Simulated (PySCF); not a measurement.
Electron correlation in Pt⁴⁸⁺ (platinum, charge +48)

Starting occupation: [Ar] 3d10 4s2. All numbers are calculated (PySCF 2.14, X2C-1e with screened-nucleus spin-orbit coupling, Gaussian nucleus, in an even-tempered Gaussian basis (18 s from 2.9 bohr⁻², ratio 2.6; 15 p from 3.8 bohr⁻², ratio 2.6; 10 d from 3.8 bohr⁻², ratio 2.6; 6 f from 3.9 bohr⁻², ratio 2.8)). Frozen: [Ar]; 12 electrons correlated; the 92 highest virtual spinors left out.

MP2 pair energies summed by pair of shells (mhartree):

| pair | energy | share (%) |
| --- | --- | --- |
| 3d3/2-3d5/2 | -189.74 | 35.1 |
| 3d5/2-3d5/2 | -133.98 | 24.8 |
| 4s1/2-4s1/2 | -64.92 | 12.0 |
| 3d3/2-3d3/2 | -57.82 | 10.7 |
| 3d5/2-4s1/2 | -56.82 | 10.5 |
| 3d3/2-4s1/2 | -36.58 | 6.8 |

Total MP2 correlation energy: -539.86 mhartree.

The virtual space was cut to 68 spinors, which keep -519.36 of the -539.86 mhartree of MP2 correlation.

```json
{"level": "CCSD", "correlation energy (mhartree)": "-521.06"}
{"level": "(T)", "correlation energy (mhartree)": "-0.63"}
{"level": "CCSD(T)", "correlation energy (mhartree)": "-521.69"}
```

Diagnostics: T1 = 0.00012, largest double amplitude 0.063.

Cost of the coupled-cluster step: 91 s of wall time on 1 thread of AMD EPYC 7R43 64-Core Processor (shared host), for 12 occupied and 68 virtual spinors.

The coupled-cluster values are those of the cut space; adding the MP2 remainder, -20.50 mhartree, estimates the full space.

At this charge the one-electron X2C treatment keeps the bare 1/r₁₂, with no two-electron picture change or Breit term. The effect here is smaller than on the frozen 1s shell.
